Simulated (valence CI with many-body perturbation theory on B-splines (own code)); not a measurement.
Tb43+: one-electron terms

Computed by relativistic CI+MBPT: four valence electrons over a frozen Dirac-Fock core [Ar], a basis of 7 s, 7 p, 8 d, 6 f, 4 g, 1 h functions for each j, with the one-electron correlation potential Σ1 (screened to all orders), the two-electron term Σ2, the three-electron term Σ3, Breit, model QED; selected single and double excitations, second order for the rest, scaled by the run's own slope (own B-spline code, finite nucleus).

The last digits are not significant, and no measured levels were compared; by estimate large intervals hold to a few tenths of a per cent, small ones and those within an open d or f shell to about a per cent. Only levels of the ground parity were solved; by the run's estimate the other parity begins above the list, which can be wrong where configurations are misplaced.

These are the spectroscopic orbitals of the CI (the correlating ones are not listed), shaped by the core and the other valence electrons. h is the expectation value of the core's Dirac-Fock operator, without the valence repulsion; Σ1 is computed up to l = 3 at one energy for each symmetry, that of its lowest orbital but kept below the first core excitation, so for empty shells it is not the orbital's own correlation shift; Breit and QED include the response of the core.

```csv
Orbital,h (hartree),Σ1 (cm⁻¹),Breit (cm⁻¹),QED (cm⁻¹),⟨r⟩ (bohr)
4s1/2,-83.497,-7940,9328,7050,0.4405
5s1/2,-51.238,-3047,4508,3474,0.7165
6s1/2,-34.649,-1529,2473,1940,1.062
4p1/2,-80.954,-10638,14872,33.1,0.4346
5p1/2,-49.978,-3868,7349,24.3,0.7154
6p1/2,-33.937,-1904,4087,15.7,1.066
4p3/2,-78.408,-9975,8963,718,0.4500
5p3/2,-48.742,-3766,4457,365,0.7343
6p3/2,-33.244,-1879,2670,207,1.089
3d3/2,-140.11,-21770,19157,-1480,0.1961
4d3/2,-74.828,-10468,7121,-422,0.4264
5d3/2,-47.015,-4026,3470,-193,0.7207
3d5/2,-138.54,-20218,9983,-585,0.1994
4d5/2,-74.244,-10040,3732,-114,0.4305
5d5/2,-46.725,-3829,1797,-42.5,0.7257
4f5/2,-70.996,-25907,962,-282,0.3847
5f5/2,-45.229,-10248,423,-133,0.6873
4f7/2,-70.788,-21470,-115,-157,0.3866
5f7/2,-45.117,-8483,-14.1,-68.9,0.6895
5g7/2,-44.245,,79.8,-36.9,0.6181
5g9/2,-44.193,,-38.2,-5.6,0.6192
```

Among the shells of the start configuration 3d4, Σ1 is largest in size for 3d3/2, where it is 0.071 % of h.

Lowest root of each symmetry, sizes in configuration state functions:

| J | Parity | Roots | Reference | Variational | Second order | Change by selected CI (cm⁻¹) | Change by second order (cm⁻¹) |
| --- | --- | --- | --- | --- | --- | --- | --- |
| 0 | even | 5 | 37 | 4279 | 7052 | -11884 | 0 |
| 1 | even | 4 | 93 | 10641 | 14862 | -9975 | -1 |
| 2 | even | 8 | 133 | 16307 | 21050 | -11034 | -1 |
| 3 | even | 6 | 136 | 17287 | 25053 | -11628 | -2 |
| 4 | even | 7 | 121 | 17270 | 24161 | -11462 | -2 |
| 5 | even | 2 | 88 | 13056 | 2783 | -10510 | -3 |
| 6 | even | 2 | 56 | 10366 | 1590 | -10746 | -2 |
